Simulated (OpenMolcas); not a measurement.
## Re4+: moving or changing the point charges

Re4+ among 4 point charges of -2.5 e arranged as a tetrahedron (Td), 2.25 Å from the ion.
```
   1.2990    1.2990    1.2990  -2.50
   1.2990   -1.2990   -1.2990  -2.50
  -1.2990    1.2990   -1.2990  -2.50
  -1.2990   -1.2990    1.2990  -2.50
```

```yaml
Program: OpenMolcas 26.06
Method: CASSCF
Basis: ANO-RCC-VTZP [8s7p5d3f2g1h]
Scalar_Hamiltonian: DKH2, point nucleus
Active_space: 3 electrons in 5 orbitals (5d)
State_averaging: 2S+1 = 4 even, 10 roots; 2S+1 = 2 even, 40 roots
Spin-orbit_coupling: state interaction with AMFI integrals over the reference wave functions
```

Runs around this geometry, states (labels of Td). Energies in cm-1 above the lowest state or level, χT in cm3 K/mol; under a threefold ground state the first gap can be a small split of the lowest multiplet, not the spin-orbit step; 10Dq and B are least-squares fits to the states below 45000 cm-1, weighted by degeneracy, with a free offset, and given where the rms deviation is under 5 % of |10Dq| (or 100 cm-1) and under 700 cm-1; 10Dq is negative for this site.

```tsv
R (Å)	q (e)	Ground state	First state of that spin	10Dq	B (rms of fit)	First gap with spin-orbit (degeneracies)	χT at 300 K	First state of another spin
2.25	-1.25	4T1	4T2 1430	-1768	839 (26)	4132 (4, 2)	0.118	2E 13817
2.15	-2.5	4T1	4T2 3004	-3569	823 (102)	3767 (4, 2)	0.120	2E 12355
2.25	-2.5	4T1	4T2 2494	-2994	829 (61)	3873 (4, 2)	0.118	2E 12901
2.5	-2.5	4T1	4T2 1584	-1934	837 (32)	4086 (4, 2)	0.118	2E 13717
```

Taking |10Dq| as R^-n, n = -ln(1934 / 3569) / ln(2.5 / 2.15) = 4.1 between the shortest and longest distance. The point-charge formula for a cubic d site gives n = 5.

Scaling the charges by -1.25 / -2.5 = 0.50 scales |10Dq| by 1768 / 2994 = 0.59; with fixed orbitals a first-order splitting would follow the charge.

Without dynamic correlation the repulsion within the d shell is too large (B by tens of per cent), so at a given field states of lower spin stand too high. Point charges give a weaker field than real ligands, and real ions of this kind are as a rule low spin; the high spin found here belongs to the model. Spin-orbit coupling mixes the spin-free states strongly: the lowest level takes only 50 % from its leading state, 4T1 (figures for R = 2.25, q = -1.25; the like holds for R = 2.15, q = -2.5, R = 2.25, q = -2.5, R = 2.5, q = -2.5). The ground term spreads over less than 5000 cm-1, several times less than with real ligands, so orbital moments are less quenched and χT lies further from the spin-only value than at real sites (holds for R = 2.25, q = -1.25; R = 2.5, q = -2.5). Point charges carry no covalency, so the field is a model and not that of real ligands. No measured value stands beside these numbers.
